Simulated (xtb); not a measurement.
xtb input (GFN2-xTB):

```bash
xtb mol.xyz --gfn 2 --ohess tight --chrg 0 --uhf 0
```
mol.xyz:
```
7

C      0.70014620    -0.07559789    -0.14472653
C     -0.46900365     0.86882642    -0.41271455
O     -1.59443146     0.49825338     0.06588127
H      0.47895350    -0.99511204    -0.54143422
H      1.63692723     0.32666324    -0.51064048
H      0.77572667    -0.22156508     0.98728007
H     -1.57660946    -0.38597211     0.54692234
```

Output:

```
           -------------------------------------------------
          |                Calculation Setup                |
           -------------------------------------------------

           -------------------------------------------------
          |                 G F N 2 - x T B                 |
           -------------------------------------------------

        Reference                      10.1021/acs.jctc.8b01176
      * Hamiltonian:
        H0-scaling (s, p, d)           1.850000    2.230000    2.230000
        zeta-weighting                 0.500000
      * Dispersion:
        s8                             2.700000
        a1                             0.520000
        a2                             5.000000
        s9                             5.000000
      * Repulsion:
        kExp                           1.500000    1.000000
        rExp                           1.000000
      * Coulomb:
        alpha                          2.000000
        third order                    shell-resolved
        anisotropic                    true
        a3                             3.000000
        a5                             4.000000
        cn-shift                       1.200000
        cn-exp                         4.000000
        max-rad                        5.000000

          ...................................................
          :                      SETUP                      :
          :.................................................:
          :  # basis functions                  16          :
          :  # atomic orbitals                  16          :
          :  # shells                           10          :
          :  # electrons                        18          :
          :  max. iterations                   250          :
          :  Hamiltonian                  GFN2-xTB          :
          :  restarted?                      false          :
          :  GBSA solvation                  false          :
          :  PC potential                    false          :
          :  electronic temp.          300.0000000     K    :
          :  accuracy                    1.0000000          :
          :  -> integral cutoff          0.2500000E+02      :
          :  -> integral neglect         0.1000000E-07      :
          :  -> SCF convergence          0.1000000E-05 Eh   :
          :  -> wf. convergence          0.1000000E-03 e    :
          :  Broyden damping             0.4000000          :
          :  net charge                          0          :
          :  unpaired electrons                  0          :
          ...................................................

 iter      E             dE          RMSdq      gap      omega  full diag
   1    -10.3745502 -0.103746E+02  0.499E+00    2.73       0.0  T
   2    -10.3765597 -0.200943E-02  0.317E+00    2.66       1.0  T
   3    -10.3756454  0.914242E-03  0.589E-01    2.65       1.0  T
   4    -10.3774980 -0.185262E-02  0.173E-01    2.66       1.0  T
   5    -10.3775090 -0.109098E-04  0.641E-02    2.67       1.0  T
   6    -10.3775138 -0.482657E-05  0.204E-02    2.67       1.9  T
[...]
      molecular mass/u    :       44.0526397
   center of mass at/Å    :       -0.5182255       0.2611304      -0.1986339
  moments of inertia/u·Å² :        0.9111128E+01   0.4843582E+02   0.5447336E+02
rotational constants/cm⁻¹ :        0.1850224E+01   0.3480406E+00   0.3094656E+00

 * 5 selected distances

     #   Z          #   Z                                           value/Å
     2   6 C        3   8 O                                       1.2755535 (max)
     1   6 C        4   1 H                                       1.0891783
     1   6 C        5   1 H                                       1.0891148
     1   6 C        6   1 H                                       1.1025825
     3   8 O        7   1 H                                       0.9944803 (min)

 * 3 distinct bonds (by element types)

   Z      Z             #   av. dist./Å        max./Å        min./Å
   1 H    6 C           3     1.0936252     1.1025825     1.0891148
   1 H    8 O           1     0.9944803     0.9944803     0.9944803
   6 C    8 O           1     1.2755535     1.2755535     1.2755535

           -------------------------------------------------
          |               Frequency Printout                |
           -------------------------------------------------
 projected vibrational frequencies (cm⁻¹)
eigval :       -0.00    -0.00    -0.00     0.00     0.00     0.00
eigval :      159.49   503.09   753.52   947.34   971.78  1075.89
eigval :     1278.40  1357.14  1363.61  1439.20  1468.93  2838.69
eigval :     2931.28  3013.38  3027.33
 reduced masses (amu)
   1: 10.10   2: 11.82   3: 12.45   4: 10.94   5: 11.14   6: 10.03   7:  3.53   8:  8.72
   9:  2.25  10:  7.42  11:  5.24  12:  6.50  13:  6.63  14:  5.65  15:  8.95  16:  1.66
Molecule has the following symmetry elements: (sigma)
It seems to be the Cs point group
  17:  2.23  18:  1.65  19:  1.81  20:  1.92  21:  1.52
 IR intensities (km·mol⁻¹)
   1: 22.39   2: 11.25   3:  8.78   4:  1.10   5:  8.90   6:  0.32   7: 25.20   8:  7.93
   9: 66.55  10: 19.16  11:126.30  12:  2.67  13:218.35  14: 78.76  15: 61.87  16:  1.86
  17:  9.87  18:114.46  19:122.54  20:  8.84  21:  9.49
 Raman intensities (Ä⁴*amu⁻¹)
   1:  0.00   2:  0.00   3:  0.00   4:  0.00   5:  0.00   6:  0.00   7:  0.00   8:  0.00
   9:  0.00  10:  0.00  11:  0.00  12:  0.00  13:  0.00  14:  0.00  15:  0.00  16:  0.00
  17:  0.00  18:  0.00  19:  0.00  20:  0.00  21:  0.00
 output can be read by thermo (or use thermo option).
 writing <g98.out> molden fake output.
 recommended (thermochemical) frequency scaling factor: 1.0
           -------------------------------------------------
          |             Thermodynamic Functions             |
           -------------------------------------------------

cs  symmetry found (for desy threshold:  0.10E+00) used in thermo

          ...................................................
          :                      SETUP                      :
          :.................................................:
          :  # frequencies                          15      :
          :  # imaginary freq.                       0      :
          :  linear?                             false      :
          :  only rotor calc.                    false      :
          :  symmetry                               cs      :
          :  rotational number                       1      :
          :  scaling factor                  1.0000000      :
          :  rotor cutoff                   50.0000000 cm⁻¹ :
          :  imag. cutoff                  -20.0000000 cm⁻¹ :
          :.................................................:

    mode    ω/cm⁻¹     T·S(HO)/kcal·mol⁻¹    T·S(FR)/kcal·mol⁻¹   T·S(vib)
   ------------------------------------------------------------------------
       1    159.49    -0.76202 ( 99.04%)    -0.71208 (  0.96%)    -0.76154
   ------------------------------------------------------------------------

   temp. (K)  partition function   enthalpy   heat capacity  entropy
                                   cal/mol     cal/K/mol   cal/K/mol   J/K/mol
 298.15  VIB   2.17                  688.395      5.584      3.844
         ROT  0.118E+05              888.752      2.981     21.621
         INT  0.257E+05             1577.147      8.565     25.464
         TR   0.283E+27             1481.254      4.968     37.257
         TOT                        3058.4008    13.5331    62.7217   262.4277

       T/K    H(0)-H(T)+PV         H(T)/Eh          T*S/Eh         G(T)/Eh
   ------------------------------------------------------------------------
    298.15    0.487387E-02    0.575658E-01    0.298011E-01    0.277647E-01
   ------------------------------------------------------------------------

         :::::::::::::::::::::::::::::::::::::::::::::::::::::
         ::                  THERMODYNAMIC                  ::
         :::::::::::::::::::::::::::::::::::::::::::::::::::::
         :: total free energy         -10.255540155482 Eh   ::
         ::.................................................::
         :: total energy              -10.283304838818 Eh   ::
         :: zero point energy           0.052691931548 Eh   ::
         :: G(RRHO) w/o ZPVE           -0.024927248212 Eh   ::
         :: G(RRHO) contrib.            0.027764683336 Eh   ::
         :::::::::::::::::::::::::::::::::::::::::::::::::::::

optimized geometry written to: xtbopt.xyz

           -------------------------------------------------
          | TOTAL ENERGY              -10.283304838818 Eh   |
          | TOTAL ENTHALPY            -10.225739035376 Eh   |
          | TOTAL FREE ENERGY         -10.255540155482 Eh   |
          | GRADIENT NORM               0.000176467176 Eh/α |
          | HOMO-LUMO GAP               2.841502795164 eV   |
           -------------------------------------------------

------------------------------------------------------------------------
Note: The following floating-point exceptions are signalling: IEEE_DENORMAL
normal termination of xtb
------------------------------------------------------------------------
 total:
 SCF:
 ANC optimizer:
 analytical hessian:
```
